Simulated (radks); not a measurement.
The numbers below are computed, except where a source is named.
Level of theory: scalar-relativistic Kohn-Sham, LDA (Slater exchange, Perdew-Wang correlation), spin-polarised, spherical densities, finite nucleus; Fermi nuclear charge, rms radius of each element as measured or else 0.836 A^(1/3) + 0.57 fm (a radial shooting solver on a logarithmic mesh with Libxc functionals). Response by self-consistent Sternheimer equations with the Hartree and adiabatic LDA kernel, the relativistic mass of each level held fixed and spin-orbit coupling left out. Estimate the static dipole polarisabilities of Mn7+ ([Ar]) and Ar ([Ar]) and the C6 coefficients of the three pairs.

Answer. alpha = 0.6266 and 12.03 bohr^3; C6 = 0.8296 (Mn7+-Mn7+), 6.185 (Mn7+-Ar), 70.68 (Ar-Ar) hartree bohr^6.
